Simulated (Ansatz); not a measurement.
Ansatz (a quantum-chemistry and plane-wave program) input:

Ansatz 0.2 input:
```yaml
crystal:
  periodic: [false, false, false]
  atoms:
    - {symbol: C, position_ang: [-1.50786671, 0.27561986, 0.32171197]}
    - {symbol: C, position_ang: [-0.60756637, -0.99389850, 0.24473001]}
    - {symbol: C, position_ang: [0.56765462, -0.06248254, 0.12437862]}
    - {symbol: C, position_ang: [-0.29290237, 1.14793440, -0.11540677]}
    - {symbol: N, position_ang: [1.77998242, -0.34542982, -0.49913419]}
    - {symbol: H, position_ang: [-1.84526354, 0.49527743, 1.33328089]}
    - {symbol: H, position_ang: [-2.36519482, 0.28883625, -0.34876381]}
    - {symbol: H, position_ang: [-0.78966714, -1.58609173, -0.66378230]}
    - {symbol: H, position_ang: [-0.63863539, -1.67466067, 1.10034406]}
    - {symbol: H, position_ang: [-0.09190223, 2.04680438, 0.47460129]}
    - {symbol: H, position_ang: [-0.34453028, 1.44383475, -1.17324687]}
    - {symbol: H, position_ang: [2.21042858, -1.21136880, -0.20398005]}
    - {symbol: H, position_ang: [2.44897288, 0.41233787, -0.47699691]}
basis:
  gaussian:
    orbitals: aug-cc-pVDZ
magnetization: {spin_polarized: true, initial_magnetization: 1}
correlation: {method: ccsd_t, electrons: outside_noble_gas}
output: {forces: true}
```

Task: What final total energy does it print?

Result: -211.35099 Eh (CCSD(T)/aug-cc-pVDZ). The basis has 187 functions.

It need not be the lowest isomer of its formula.
